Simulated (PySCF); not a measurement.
trimethyl amine (C$_{3}$H$_{9}$N), singlet, at a GFN2-xTB geometry; PBE0/6-31G (PySCF).

Input for PySCF:
```python
from pyscf import gto, scf, dft

mol = gto.M(
    atom='''
N    -0.00261790    0.00013854    0.37401739
C    -0.00152192    1.37970834   -0.06300031
C     1.19627023   -0.68818901   -0.05385049
C    -1.19343643   -0.69158875   -0.07057579
H     0.00601956    1.47958855   -1.16082857
H     0.87937092    1.88014242    0.33668072
H    -0.88934309    1.87762614    0.32430169
H     1.29087415   -0.73861551   -1.15101370
H     1.18494027   -1.70346684    0.34014693
H     2.06712214   -0.17042002    0.34575384
H    -1.27253017   -0.74226236   -1.16895468
H    -2.07126594   -0.17630754    0.31678972
H    -1.18473380   -1.70683808    0.32356185
''',
    basis='6-31g',
    verbose=4,
)

mf = dft.RKS(mol)
mf.xc = 'pbe0'
mf.kernel()
mo_i, mo_e, stable_i, stable_e = mf.stability(internal=True, external=True, return_status=True, nroots=6, tol=1e-6)
print('internally stable:', stable_i, ' externally stable:', stable_e)
if not stable_e:
    umf = mf.to_uhf() if not hasattr(mf, 'xc') else mf.to_uks()
    umf.scf_summary = {}
    umf.kernel(umf.make_rdm1(mo_e, umf.mo_occ))
```

Output, abridged:

```
PySCF version 2.14.0

[INPUT] verbose = 4
[INPUT] num. atoms = 13
[INPUT] num. electrons = 34
[INPUT] charge = 0
[INPUT] spin (= nelec alpha-beta = 2S) = 0
[INPUT] symmetry False subgroup None
[INPUT] Mole.unit = angstrom
[INPUT] Symbol           X                Y                Z      unit          X                Y                Z       unit  Magmom
[INPUT]  1 N     -0.002617900000   0.000138540000   0.374017390000 AA   -0.004947114021   0.000261802657   0.706790432925 Bohr   0.0
[INPUT]  2 C     -0.001521920000   1.379708340000  -0.063000310000 AA   -0.002876011983   2.607270894378  -0.119053331663 Bohr   0.0
[INPUT]  3 C      1.196270230000  -0.688189010000  -0.053850490000 AA    2.260623105670  -1.300488750836  -0.101762677774 Bohr   0.0
[INPUT]  4 C     -1.193436430000  -0.691588750000  -0.070575790000 AA   -2.255267999779  -1.306913328330  -0.133368914125 Bohr   0.0
[INPUT]  5 H      0.006019560000   1.479588550000  -1.160828570000 AA    0.011375319790   2.796017136542  -2.193648074871 Bohr   0.0
[INPUT]  6 H      0.879370920000   1.880142420000   0.336680720000 AA    1.661770200707   3.552954248977   0.636234352221 Bohr   0.0
[INPUT]  7 H     -0.889343090000   1.877626140000   0.324301690000 AA   -1.680614870874   3.548199168924   0.612841375834 Bohr   0.0
[INPUT]  8 H      1.290874150000  -0.738615510000  -1.151013700000 AA    2.439398604781  -1.395781025256  -2.175100658622 Bohr   0.0
[INPUT]  9 H      1.184940270000  -1.703466840000   0.340146930000 AA    2.239212584268  -3.219085789878   0.642784539812 Bohr   0.0
[INPUT] 10 H      2.067122140000  -0.170420020000   0.345753840000 AA    3.906294710625  -0.322047163943   0.653380064117 Bohr   0.0
[INPUT] 11 H     -1.272530170000  -0.742262360000  -1.168954680000 AA   -2.404733506546  -1.402672572973  -2.209004197229 Bohr   0.0
[INPUT] 12 H     -2.071265940000  -0.176307540000   0.316789720000 AA   -3.914125357740  -0.333172964296   0.598645809878 Bohr   0.0
[INPUT] 13 H     -1.184733800000  -1.706838080000   0.323561850000 AA   -2.238822412515  -3.225456510178   0.611443280858 Bohr   0.0

nuclear repulsion = 139.207632408996
number of shells = 38
number of NR pGTOs = 124
number of NR cGTOs = 54
basis = 6-31g
ecp = {}

******** <class 'pyscf.dft.rks.RKS'> ********
method = RKS
initial guess = minao
damping factor = 0
level_shift factor = 0
DIIS = <class 'pyscf.scf.diis.CDIIS'>
diis_start_cycle = 1
diis_space = 8
diis_damp = 0
SCF conv_tol = 1e-09
SCF conv_tol_grad = None
SCF max_cycles = 50
direct_scf = True
direct_scf_tol = 1e-13
XC library pyscf.dft.libxc version 7.1.2
    S. Lehtola, C. Steigemann, M. J. T. Oliveira, and M. A. L. Marques,  SoftwareX 7, 1–5 (2018)
XC functionals = pbe0
    C. Adamo and V. Barone,  J. Chem. Phys. 110, 6158 (1999)
    M. Ernzerhof and G. E. Scuseria,  J. Chem. Phys. 110, 5029 (1999)
radial grids:
    Treutler-Ahlrichs [JCP 102, 346 (1995); DOI:10.1063/1.469408] (M4) radial grids

becke partition: Becke, JCP 88, 2547 (1988); DOI:10.1063/1.454033
pruning grids: <function nwchem_prune>
grids dens level: 3
symmetrized grids: False
atomic radii adjust function: <function treutler_atomic_radii_adjust>
small_rho_cutoff = 0
Set gradient conv threshold to 3.16228e-05
Initial guess from minao.
tot grids = 144528
init E= -174.437921293306
cycle= 1 E= -174.17709352548  delta_E= 0.261  |g|= 0.274  |ddm|= 2.97
cycle= 2 E= -174.175564580386  delta_E= 0.00153  |g|= 0.302  |ddm|= 0.823
cycle= 3 E= -174.199922788009  delta_E= -0.0244  |g|= 0.0358  |ddm|= 0.406
cycle= 4 E= -174.200127632263  delta_E= -0.000205  |g|= 0.0171  |ddm|= 0.0405
cycle= 5 E= -174.200192420471  delta_E= -6.48e-05  |g|= 0.00126  |ddm|= 0.0163
cycle= 6 E= -174.200192914501  delta_E= -4.94e-07  |g|= 0.000209  |ddm|= 0.00321
cycle= 7 E= -174.200192931627  delta_E= -1.71e-08  |g|= 1.77e-05  |ddm|= 0.000505
cycle= 8 E= -174.200192931776  delta_E= -1.49e-10  |g|= 1.1e-06  |ddm|= 7.16e-05
Extra cycle  E= -174.200192931775  delta_E= 1.14e-12  |g|= 8.08e-07  |ddm|= 5.45e-06
converged SCF energy = -174.200192931775
rhf_internal: lowest eigs of H = [1.01644902 1.25057871 1.2505826  1.35426651 1.35428281 1.38021378]
<class 'pyscf.dft.rks.RKS'> wavefunction is stable in the internal stability analysis
rhf_real2complex: lowest eigs of H = [0.24736289 0.30989903 0.3098999  0.3163397  0.32686686 0.32692872]
<class 'pyscf.dft.rks.RKS'> wavefunction is stable in the real -> complex stability analysis
rhf_external: lowest eigs of H = [0.23286801 0.28525424 0.29116198 0.29540376 0.29540703 0.30154344]
<class 'pyscf.dft.rks.RKS'> wavefunction is stable in the RHF/RKS -> UHF/UKS stability analysis
internally stable: True  externally stable: True
```
